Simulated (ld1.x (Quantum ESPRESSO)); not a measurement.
# molybdenum (Mo): TM pseudisation with PBE, scalar-relativistic reference atom.

```json
{"Element": "molybdenum", "Generator": "ld1.x (Quantum ESPRESSO) 7.5", "Type": "norm-conserving Troullier–Martins (Kleinman–Bylander form)", "Functional": "PBE", "Relativity": "scalar-relativistic", "Frozen core": "[Ar] 3d10", "Valence charge": "14", "Reference configuration": "4s2 4p6 4d4 5s0 5p0 (charge +2)", "Partial waves": "4p (bound): rc 2.20 bohr; 4d (bound): rc 1.88 bohr; 4s (bound): rc 2.14 bohr", "Local potential": "the s channel", "Core correction": "none"}
```

- Cutoffs needed: 40 Ry and 50 Ry (the cutoffs (Ry, on a coarse ladder) from which the occupation-weighted sum of valence levels, in a spherical-Bessel basis at the reference potential, stays within 10 and 1 mRy of its value at 400 Ry)
- Ghost test: no extra level below or beside the all-electron valence levels (p, d, s, f tested) (spherical-Bessel basis up to 400 Ry, 20 bohr box)
- Largest excitation error: +5651 meV (all-electron minus pseudo) for 4s2 4p6 4d4 5s2 5p0, out of 7 test configurations
